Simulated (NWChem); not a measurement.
# InF₂ cation; SMILES [F][In+][F]

```xyz
3

In     0.0000     0.0000     0.0000
F      0.0000     0.0000     1.8756
F      0.0000     0.0000    -1.8756
```
Atoms are numbered in this order, from 1.

Structure relaxed at the PBE0/def2-SVP level. B3LYP is NWChem's, with the RPA form of VWN correlation. def2 effective core potentials on In; no spin-orbit coupling.

**Question.** List the 6 lowest vertical singlet excitations from B3LYP/def2-SVP with def2 effective core potentials on In, TDA (NWChem).

**Answer.** 
| state | energy (eV) | oscillator strength | leading excitation (squared amplitude) |
|---|---|---|---|
| S1 | 4.76 | 0.000 | HOMO → LUMO (0.95) |
| S2 | 4.76 | 0.000 | HOMO−1 → LUMO (0.95) |
| S3 | 5.24 | 0.021 | HOMO−2 → LUMO (0.99) |
| S4 | 5.24 | 0.021 | HOMO−3 → LUMO (0.99) |
| S5 | 7.25 | 0.114 | HOMO−4 → LUMO (0.53) |
| S6 | 7.76 | 0.000 | HOMO−5 → LUMO (0.63) |
